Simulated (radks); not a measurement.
The numbers below are computed, except where a source is named.
Numerical settings for neutral indium, [Kr] 4d10 5s2 5p1. Level of theory: Dirac Kohn-Sham, PBEsol, spin-unpolarised, spherical densities, point nucleus; open shells fill j = l - 1/2 first (a radial shooting solver on a logarithmic mesh with Libxc functionals). The defaults (mesh step 0.008 in ln r, mesh end at 40 bohr or more with all orbitals vanishing there, Anderson mixing 0.5 over 9 steps, residual threshold near 1e-9 with the energy settled to 1e-9 hartree or 1e-11 of itself, here a cap of 87 iterations) give E = -5880.5437 hartree and 5p1/2 at -2.644 eV in 14 iterations. Run on one thread of a shared host, so times are rough (Arm Neoverse N1): 0.19 s of CPU time, 0.19 s wall, 14 iterations on 2725 mesh points. Changes against that run (0 stands for a change within the tolerance of the run):

setting                     iterations         converged  E (mhartree)  e(5p1/2) (meV)  CPU (s)
mesh step in ln r 0.08               4                no      diverged               -     0.02
mesh step in ln r 0.12               2                no      diverged               -     0.03
mesh step in ln r 0.003             14               yes             0               0      0.5
mesh end (bohr) 20                  14               yes             0         +0.0396     0.19
mesh end (bohr) 1                   13  level above zero     +2.54e+05       +1.12e+06     0.13
residual threshold 0.01             10               yes             0          +0.367     0.16
residual threshold 1e-05            11               yes             0          +0.137     0.17
mixing 0.05                         27               yes             0               0     0.36
linear mixing, mixing 0.05          87                no      +0.00563           -20.9     0.88
linear mixing, mixing 0.8           87                no      +0.00594           -5.01        1
mixing history 20                   19               yes             0               0     0.24
iteration cap 5                      5                no       +0.0192           +22.6     0.08

Settled on a wrong energy, with an occupied level pushed above zero by the early mesh end: mesh end (bohr) 1 (+254 hartree). Apart from these: no run marked as converged misses the energy by more than 1 mhartree. A mesh that ends early acts as a hard wall.
